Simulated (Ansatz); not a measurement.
`CCCCCCCCCCB(O)O`: single points at one geometry.

```yaml
crystal:
  periodic: [false, false, false]
  atoms:
    - {symbol: C, position_ang: [-5.778772, 0.015967, -1.358872]}
    - {symbol: C, position_ang: [-4.506693, -0.329416, -0.582344]}
    - {symbol: C, position_ang: [-4.025464, 0.806889, 0.328558]}
    - {symbol: C, position_ang: [-2.781443, 0.481727, 1.166905]}
    - {symbol: C, position_ang: [-1.501805, 0.245343, 0.356872]}
    - {symbol: C, position_ang: [-0.264019, -0.013186, 1.220721]}
    - {symbol: C, position_ang: [1.012937, -0.261479, 0.412720]}
    - {symbol: C, position_ang: [2.252022, -0.520083, 1.276205]}
    - {symbol: C, position_ang: [3.536252, -0.814154, 0.487467]}
    - {symbol: C, position_ang: [4.052580, 0.355002, -0.361743]}
    - {symbol: B, position_ang: [5.395578, 0.099316, -1.157506]}
    - {symbol: O, position_ang: [5.948960, -1.162581, -1.134885]}
    - {symbol: O, position_ang: [5.946031, 1.159698, -1.846277]}
    - {symbol: H, position_ang: [-6.618630, 0.256334, -0.673119]}
    - {symbol: H, position_ang: [-5.624722, 0.901865, -2.010501]}
    - {symbol: H, position_ang: [-6.106428, -0.821726, -2.007530]}
    - {symbol: H, position_ang: [-4.679360, -1.239745, 0.035326]}
    - {symbol: H, position_ang: [-3.702069, -0.603067, -1.299260]}
    - {symbol: H, position_ang: [-3.824321, 1.710971, -0.291347]}
    - {symbol: H, position_ang: [-4.857160, 1.092327, 1.010732]}
    - {symbol: H, position_ang: [-2.601387, 1.313933, 1.883131]}
    - {symbol: H, position_ang: [-2.986650, -0.414287, 1.796737]}
    - {symbol: H, position_ang: [-1.643213, -0.614788, -0.334715]}
    - {symbol: H, position_ang: [-1.315679, 1.127269, -0.298397]}
    - {symbol: H, position_ang: [-0.104635, 0.851212, 1.905247]}
    - {symbol: H, position_ang: [-0.455526, -0.886084, 1.886050]}
    - {symbol: H, position_ang: [1.192313, 0.610933, -0.254531]}
    - {symbol: H, position_ang: [0.854657, -1.129781, -0.267672]}
    - {symbol: H, position_ang: [2.422037, 0.357441, 1.942138]}
    - {symbol: H, position_ang: [2.039942, -1.375020, 1.956709]}
    - {symbol: H, position_ang: [4.332473, -1.125015, 1.197523]}
    - {symbol: H, position_ang: [3.370869, -1.699865, -0.165662]}
    - {symbol: H, position_ang: [3.289498, 0.668374, -1.111655]}
    - {symbol: H, position_ang: [4.196523, 1.261574, 0.271099]}
    - {symbol: H, position_ang: [6.768954, -1.252536, -1.652400]}
    - {symbol: H, position_ang: [6.766331, 0.946658, -2.325722]}
basis:
  gaussian: {orbitals: def2-TZVP, initial_orbitals: start.molden}
hamiltonian: {xc: pbe, dispersion: d4}
scf: {omitted_lower_state_checks: [starts]}
output: {forces: true, orbitals: {seedname: orbitals}}
```

The file start.molden holds the orbitals of an earlier run on this structure, at another level or in another basis.

```sh
$ ansatz run in.yaml --threads 4 --pin off --events-out ev --progress --plain --max-ram 9574MiB
```

Output, abridged:

```
Functional definition: PBE
3283 factors; their error is unknown
mean field evaluation 1: about -15504.4827 eV, gradient 1.5e1 eV
mean field evaluation 2: about -15504.7367 eV, gradient 2.4e-1 eV
mean field evaluation 4: about -15504.6071 eV, gradient 1.7e-3 eV
mean field -15504.60706589 eV, -569.7838002714 hartree, gradient 1.5e-5 eV, S^2 0.000000; 0 other end points of the search recorded, 0 dependent functions left out
reference -15504.60715067 eV, -569.7838033869 hartree; 52, 52 occupied and 489, 489 virtual orbitals, 3283 factors
Total energy: -15505.39905429 eV, -569.8129053083 hartree
Atom 0 at    -5.778772     0.015967    -1.358872 Å, force    -0.209313     0.086193    -0.106862 eV/Å
Atom 1 at    -4.506693    -0.329416    -0.582344 Å, force     0.170523    -0.248802    -0.012128 eV/Å
Atom 2 at    -4.025464     0.806889     0.328558 Å, force    -0.130084     0.236772    -0.019518 eV/Å
Atom 3 at    -2.781443     0.481727     1.166905 Å, force     0.015781    -0.037835     0.269922 eV/Å
Atom 4 at    -1.501805     0.245343     0.356872 Å, force     0.011295    -0.009833    -0.300187 eV/Å
Atom 5 at    -0.264019    -0.013186     1.220721 Å, force    -0.007250    -0.001146     0.295060 eV/Å
Atom 6 at     1.012937    -0.261479     0.412720 Å, force     0.008296     0.013177    -0.302338 eV/Å
Atom 7 at     2.252022    -0.520083     1.276205 Å, force    -0.033405     0.036836     0.270748 eV/Å
Atom 8 at     3.536252    -0.814154     0.487467 Å, force     0.101974    -0.256765     0.008665 eV/Å
Atom 9 at     4.052580     0.355002    -0.361743 Å, force    -0.079816     0.267420    -0.079484 eV/Å
Atom 10 at     5.395578     0.099316    -1.157506 Å, force    -0.230018    -0.003273     0.154526 eV/Å
Atom 11 at     5.948960    -1.162581    -1.134885 Å, force     0.157703    -0.099245    -0.072868 eV/Å
Atom 12 at     5.946031     1.159698    -1.846277 Å, force     0.147404     0.055894    -0.110561 eV/Å
Atom 13 at    -6.618630     0.256334    -0.673119 Å, force     0.225491    -0.067086    -0.164435 eV/Å
Atom 14 at    -5.624722     0.901865    -2.010501 Å, force    -0.024310    -0.228667     0.170192 eV/Å
Atom 15 at    -6.106428    -0.821726    -2.007530 Å, force     0.097115     0.209930     0.174294 eV/Å
Atom 16 at    -4.679360    -1.239745     0.035326 Å, force     0.027982     0.231280    -0.143584 eV/Å
Atom 17 at    -3.702069    -0.603067    -1.299260 Å, force    -0.208930     0.084993     0.176049 eV/Å
Atom 18 at    -3.824321     1.710971    -0.291347 Å, force    -0.037846    -0.226541     0.140879 eV/Å
Atom 19 at    -4.857160     1.092327     1.010732 Å, force     0.199173    -0.081306    -0.157930 eV/Å
Atom 20 at    -2.601387     1.313933     1.883131 Å, force    -0.042425    -0.187987    -0.182599 eV/Å
Atom 21 at    -2.986650    -0.414287     1.796737 Å, force     0.046036     0.205203    -0.166598 eV/Å
Atom 22 at    -1.643213    -0.614788    -0.334715 Å, force     0.031626     0.201836     0.183243 eV/Å
Atom 23 at    -1.315679     1.127269    -0.298397 Å, force    -0.043667    -0.198398     0.169357 eV/Å
Atom 24 at    -0.104635     0.851212     1.905247 Å, force    -0.035946    -0.195307    -0.177517 eV/Å
Atom 25 at    -0.455526    -0.886084     1.886050 Å, force     0.045203     0.197080    -0.174355 eV/Å
Atom 26 at     1.192313     0.610933    -0.254531 Å, force    -0.046291    -0.203053     0.177789 eV/Å
Atom 27 at     0.854657    -1.129781    -0.267672 Å, force     0.035763     0.194022     0.174943 eV/Å
Atom 28 at     2.422037     0.357441     1.942138 Å, force    -0.035197    -0.200909    -0.175426 eV/Å
Atom 29 at     2.039942    -1.375020     1.956709 Å, force     0.056203     0.193317    -0.177603 eV/Å
Atom 30 at     4.332473    -1.125015     1.197523 Å, force    -0.201204     0.090030    -0.164285 eV/Å
Atom 31 at     3.370869    -1.699865    -0.165662 Å, force     0.025214     0.230038     0.156361 eV/Å
Atom 32 at     3.289498     0.668374    -1.111655 Å, force     0.171618    -0.088211     0.211732 eV/Å
Atom 33 at     4.196523     1.261574     0.271099 Å, force    -0.054898    -0.231744    -0.137201 eV/Å
Atom 34 at     6.768954    -1.252536    -1.652400 Å, force    -0.073405    -0.023936     0.057566 eV/Å
Atom 35 at     6.766331     0.946658    -2.325722 Å, force    -0.080397     0.056023     0.034153 eV/Å
Dipole moment:     0.445072    -0.088630    -0.246774 e Å
Checks for a lower state left out: starts
```

Run time 26 s (4 threads of Arm Neoverse N1 on a shared host), peak host memory 1.4 GiB.

As the first input, with `hamiltonian: {xc: pbe0, dispersion: d4}`, `output: {orbitals: {seedname: orbitals}}` (abridged; 52 s):

```
Functional definition: PBE0
mean field -15506.88711877 eV, -569.8675906694 hartree, gradient 6.8e-6 eV, S^2 0.000000
Total energy: -15507.55961939 eV, -569.8923046111 hartree
Checks for a lower state left out: starts
```

The first input with `gaussian: {orbitals: def2-SVP, initial_orbitals: start.molden}`, `correlation: {method: mp2}`, `output: {orbitals: {seedname: orbitals}}` and without the key `hamiltonian` (abridged; 24 s):

```
Functional definition: HF
mean field -15407.06943976 eV, -566.1993586245 hartree, gradient 6.0e-7 eV, S^2 0.000000
13 core orbitals not correlated: weight in the atoms' cores, before any rotation towards them, 1.000 or more for the frozen orbitals, at most 0.000 for the correlated occupied ones
second order -51.58326476 eV of doubles, -0.00000000 eV of singles
Total energy: -15458.65270453 eV, -568.0950086402 hartree
Checks for a lower state left out: starts
```

First input, but with `gaussian: {orbitals: def2-SVP, initial_orbitals: start.molden}`, `hamiltonian: {xc: pbe0, dispersion: d4}`, `output: {orbitals: {seedname: orbitals}}` (abridged; 21 s):

```
Functional definition: PBE0
mean field -15490.19746529 eV, -569.2542572165 hartree, gradient 1.3e-5 eV, S^2 0.000000
Total energy: -15490.86994959 eV, -569.2789705586 hartree
Checks for a lower state left out: starts
```

First input, but with `gaussian: {orbitals: 6-31G}`, `hamiltonian: {xc: {name: B3LYP}, dispersion: d4}`, `output: {orbitals: {seedname: orbitals}}` (abridged; 8.5 s):

```
Functional definition: B3LYP
mean field evaluation 16: about -15515.5566 eV, gradient 1.9e-4 eV
mean field -15515.55655575 eV, -570.1861866020 hartree, gradient 3.0e-5 eV, S^2 0.000000
Total energy: -15516.79482859 eV, -570.2316922893 hartree
Checks for a lower state left out: starts
```

Geometry: PBE-D4/def2-SVP.

B3LYP takes the VWN-RPA correlation. Correlated methods freeze 13 core orbitals.
